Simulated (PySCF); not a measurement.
Polarisability and C₆ of Sc⁺ (scandium, charge +1)

[Ar] 3d1 4s1, high-spin 3D determinant. Calculation: PySCF 2.14, in aug-cc-pwCVTZ; the non-relativistic Hamiltonian (point nucleus). Coupled (time-dependent) response in atomic units; α is the mean over directions.

```tsv
method	mean α (bohr³)	α xx, yy, zz	C₆ (like pair)	S(−4)
UHF	78.34	76.86, 76.86, 81.30	581.8	5711
PBE	60.17	59.21, 59.21, 62.09	409.2	3195
```

S(−4) is the Cauchy moment in α(ω) = α(0) + S(−4) ω² + …

α(iu) at UHF:

```csv
u (hartree),α(iu) (bohr³)
0,78.34
0.0500,66.39
0.100,46.22
0.200,22.42
0.300,13.24
0.500,6.890
0.750,4.289
1.00,3.099
1.50,1.916
2.00,1.313
3.00,0.7257
5.00,0.3199
```

A single London oscillator, α(iu) = α/(1 + u²/ω²), gives C₆ = (3/4) ω α². Matching the computed C₆ needs ω = 4 × 581.8 / (3 × 78.34²) = 0.126 hartree.

For an ion, C₆ is the dispersion term alone; charge-induced terms of lower order in 1/R come first.

The components differ because the open shell of this determinant is not spherical; for a pure term their mean is the scalar polarisability.
